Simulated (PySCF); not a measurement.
# How methods differ on the excitation energy of Fe²⁺

Fe²⁺ [Ar] 3d6 (5D) → Fe²⁺ [Ar] 3d5 4p1 (7P), as a difference of total energies. All numbers are calculated (PySCF 2.14, the non-relativistic Hamiltonian (point nucleus), in aug-cc-pVDZ (7s6p4d2f, 59 functions)). Correlated levels: valence: [Ar] frozen. The calculations carry no spin-orbit coupling.

```csv
method,excitation energy (eV)
UHF,8.866
LDA,10.591
PBE,10.548
PBE0,10.392
r2SCAN,10.145
B97-3,10.675
M06-2X,10.420
M06-L,10.434
TPSSh,10.657
MP2 (valence),9.969
SCS-MP2 (valence),10.196
```

How much does correlation contribute at MP2 (valence)?

9.969 − (8.866) = 1.103 eV, measured against UHF.

A first-order spin-orbit estimate (lowest level to lowest level, LS coupling) adds 0.009 eV.
